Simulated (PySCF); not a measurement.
## Exercise with solution: dipole moment from atomic charges

ZnFBr, SMILES [F][Zn][Br]. Atoms are numbered in the order given.

```xyz
3

Zn     0.0000     0.0000    -0.8395
F      0.0000     0.0000    -2.5918
Br     0.0000     0.0000     1.3861
```
Charge 0, spin multiplicity 1.

Coordinates come from a B3LYP-D3(BJ)/def2-TZVP optimisation.

Charges (e) from B3LYP/def2-TZVPD run with PySCF:

```json
[
 {"atom": "Zn1", "ESP fit": "0.799", "IAO": "1.409"},
 {"atom": "F2", "ESP fit": "-0.478", "IAO": "-0.787"},
 {"atom": "Br3", "ESP fit": "-0.321", "IAO": "-0.622"}
]
```

The dipole moment of the full density is 0.99 D.

What dipole moment does each set of point charges give, and which comes closer to that of the density?


μ = Σ q r, and 1 e Å = 4.8032 D.
ESP fit: Σ q r = (0.000, 0.000, 0.123) e Å, |μ| = 0.59 D.
IAO: Σ q r = (0.000, 0.000, -0.005) e Å, |μ| = 0.03 D.
ESP fit comes closer in size. Point charges leave out the atoms' own dipoles (lone pairs, polarised bonds); fits to the potential absorb them, partitions of the density don't.
